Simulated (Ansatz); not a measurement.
Gas-phase electronic energies from Ansatz, PBE0-D4/def2-TZVP geometries. CCSD(T)/CBS adds triple-zeta CCSD(T) − MP2 to the extrapolated MP2 energy (def2 sets, frozen cores). This one scheme is used for every species. DFT in def2-TZVPP. Each species was taken in one conformer, which may not be the lowest.

Consider the silylene formation by 1,1-elimination: `CO[SiH2]C[SiH3]` → `C[SiH3]` + `CO[SiH]`.

| level | ΔE (kJ/mol) |
| --- | --- |
| r2SCAN-D4 | 200.7 |
| r2SCAN | 197.6 |
| MP2/def2-TZVPP | 199.6 |
| SCS-MP2/def2-TZVPP | 189.0 |
| CCSD/def2-TZVPP | 181.5 |
| HF/def2-QZVPP | 178.3 |
| SCS-MP2/def2-QZVPP | 193.0 |
| HF/CBS(def2) | 178.3 |

Question: What does CCSD(T)/CBS give? (Estimate.)

Answer: Computed: +189.0 kJ/mol. The listed levels differ from it by 11.7, 8.6, 10.6, 0.0, -7.5, -10.7, 4.0, -10.7 kJ/mol.

Largest T1 diagnostic among the species: 0.015.

From PBE to PBE0 (25 % exact exchange), in def2-TZVPP and without D4, ΔE moves by +17.7 kJ/mol. In def2-TZVPP, CCSD(T) changes the Hartree–Fock value by +5.0 kJ/mol (the triples alone add +1.3 kJ/mol) and MP2 by +21.7 kJ/mol. The D4 term adds +15.9 kJ/mol with B3LYP and +9.0 kJ/mol with PBE0; it sums over pairs of atoms, weighted by their polarisabilities, and B3LYP, whose exchange is more repulsive, gets the larger term.

B3LYP here is the variant with VWN-RPA as its local correlation; programs differ in this.
